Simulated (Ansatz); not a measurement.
`C[Si](C)(F)C#N` + HCl → `C[Si](C)(Cl)C#N` + H–F at 500 K and 1 bar (ligand exchange at the Si–F bond).

Gas-phase electronic energies from Ansatz, PBE0-D4/def2-TZVP geometries. CBS: MP2 limit from def2 TZ/QZ plus the TZ coupled-cluster correction, frozen cores. This one scheme is used for every species.

```
          species  CCSD(T)/CBS energy (Eh)  H − E (kJ/mol)  S (J/(mol·K))
 `C[Si](C)(F)C#N`               -561.44132           279.0          446.3
              HCl               -460.38127            32.5          201.9
`C[Si](C)(Cl)C#N`               -921.41227           277.7          458.0
              H–F               -100.39570            39.4          188.7
```

H − E and S are ideal-gas, rigid-rotor, harmonic terms from PBE0-D4/def2-TZVP. 1 Eh = 2625.50 kJ/mol, R = 8.31446 J/(mol·K).

**Question.** By hand: ΔE, ΔH, ΔS and ΔG.

**Answer.** ΔE = (-921.41227) + (-100.39570) − (-561.44132) − (-460.38127) = 0.01462 Eh = 38.4 kJ/mol. Δ(H − E) = 277.7 + 39.4 − 279.0 − 32.5 = 5.6, so ΔH = 44.0 kJ/mol. ΔS = 458.0 + 188.7 − 446.3 − 201.9 = -1.5 J/(mol·K). ΔG = 44.0 − 500 × (-1.5)/1000 = 44.8 kJ/mol.

**Question.** By hand: the equilibrium constant, and the temperature at which ΔG would vanish if ΔH and ΔS stayed fixed.

**Answer.** log₁₀ K = −ΔG/(RT ln 10) = -4.7. ΔH and −TΔS have one sign here, so there is no such temperature.

The number of gas molecules stays the same, so ΔS is small and ΔH decides. A doubt of 5 kJ/mol in ΔE shifts log₁₀ K by 0.5 here. These are equilibria of isolated gas molecules and say nothing of rates. Largest T1 diagnostic: 0.012 (customary marks: 0.02 for closed shells, 0.045 for open ones).

ΔS is within the doubt of such terms, so its sign, and with it that verdict, could turn.
